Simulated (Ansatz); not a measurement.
Consider the redistribution: `B[CH](C)[ZnH]` + `OB(F)CF` → `BCB(O)F` + `C[CH](F)[ZnH]`.

Calculated with Ansatz (gas phase, PBE0-D4/def2-TZVP geometries, no zero-point term in ΔE). CBS: MP2 limit from def2 TZ/QZ plus the TZ coupled-cluster correction, frozen cores. For Zn outer-core shells are correlated without core-valence functions, which leaves a few kJ/mol of doubt a bond. Scalar relativity is left out up to krypton. Each species was taken in one conformer, which may not be the lowest.

`B[CH](C)[ZnH]`:

Cartesian coordinates in Å:
```
B 0.498 -1.361 0.107
C 0.522 0.099 -0.169
C 0.184 1.184 0.832
Zn -1.147 -0.396 -1.277
H 0.901 -2.137 -0.725
H -0.034 -1.797 1.095
H 1.132 0.456 -1.009
H -0.342 2.042 0.401
H 1.106 1.580 1.271
H -0.421 0.791 1.652
H -2.398 -0.462 -2.178
```

`OB(F)CF`:

Z-matrix (Å, degrees):
```
C
F 1 1.396
B 1 1.578 2 109.9
H 1 1.095 2 108.1 3 122.2
H 1 1.095 2 108.1 3 -122.2
F 3 1.327 1 119.1 2 179.9
O 3 1.343 1 122.4 2 -0.1
H 7 0.963 3 111.4 1 0.0
```

`BCB(O)F`:

Cartesian coordinates in Å:
```
B -1.045 -0.825 0.457
C -0.386 0.572 0.409
B 1.084 0.357 -0.137
O 1.386 0.009 -1.409
F 2.119 0.509 0.681
H -1.453 -1.329 -0.552
H -1.108 -1.454 1.472
H -0.328 1.074 1.375
H -0.885 1.210 -0.330
H 0.616 -0.123 -1.965
```

`C[CH](F)[ZnH]`:

```xyz
9

C     0.440    0.782    0.714
C    -0.139   -0.528    0.238
F     0.855   -1.526    0.370
Zn   -0.752   -0.597   -1.644
H     1.267    1.119    0.084
H    -0.332    1.557    0.698
H     0.812    0.697    1.741
H    -0.946   -0.829    0.917
H    -1.204   -0.675   -3.118
```

```tsv
level	ΔE (kJ/mol)
MP2/def2-TZVPP	43.7
HF/CBS(def2)	25.1
MP2/CBS(def2)	41.0
CCSD/CBS(def2)	35.7
```

**Question.** What does CCSD(T)/CBS give? (An estimate is asked.)

**Answer.** Computed: +39.1 kJ/mol. The listed levels differ from it by 4.6, -14.0, 1.9, -3.4 kJ/mol.

Largest T1 diagnostic among the species: 0.014.

In def2-TZVPP, CCSD(T) changes the Hartree–Fock value by +16.8 kJ/mol (the triples alone add +3.4 kJ/mol) and MP2 by +18.8 kJ/mol.
